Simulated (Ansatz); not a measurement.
```yaml
crystal:
  periodic: [false, false, false]
  atoms:
    - {symbol: C, position_ang: [-1.067229, 1.775386, 0.984510]}
    - {symbol: Si, position_ang: [0.555208, 0.858841, 0.935921]}
    - {symbol: O, position_ang: [0.786548, 0.051472, -0.479351]}
    - {symbol: C, position_ang: [0.063564, -1.098497, -0.843253]}
    - {symbol: N, position_ang: [0.840330, -1.862899, -1.771892]}
    - {symbol: H, position_ang: [-1.161918, 2.327750, 1.923845]}
    - {symbol: H, position_ang: [-1.137808, 2.490494, 0.161507]}
    - {symbol: H, position_ang: [-1.914895, 1.088707, 0.915600]}
    - {symbol: H, position_ang: [0.595288, -0.114345, 2.069006]}
    - {symbol: H, position_ang: [1.694133, 1.802656, 1.045900]}
    - {symbol: H, position_ang: [-0.204223, -1.651818, 0.074874]}
    - {symbol: H, position_ang: [-0.868969, -0.810837, -1.344142]}
    - {symbol: H, position_ang: [1.547582, -2.418024, -1.309878]}
    - {symbol: H, position_ang: [0.259388, -2.468086, -2.333748]}
basis:
  gaussian: {orbitals: def2-TZVPP}
hamiltonian: {xc: {name: PBE}}
scf: {lower_state_search: light}
multiplicity: 3
output: {forces: true}
```

```sh
$ ansatz run in.yaml --threads 4 --pin off --events-out ev --progress --plain --max-ram 10444MiB
```

Output, abridged:

```
Error: YAML parse error: error: line 22 column 1: unknown field `multiplicity`, expected one of crystal, accuracy, basis, kpoints, hamiltonian, magnetization, projection, total_charge, correlation, batch, efield, external_charges, scf, relax, neb, saddle, md, ramp, phonons, dielectric, real_time, elastic, magnetic_configurations, gw, evaluate, workflow, output, checkpoint, execution
20 | hamiltonian: {xc: {name: PBE}}
21 | scf: {lower_state_search: light}
22 | multiplicity: 3
23 | output: {forces: true}
```

In this input the input holds a key that doesn't belong there. The input was rejected before any iteration.
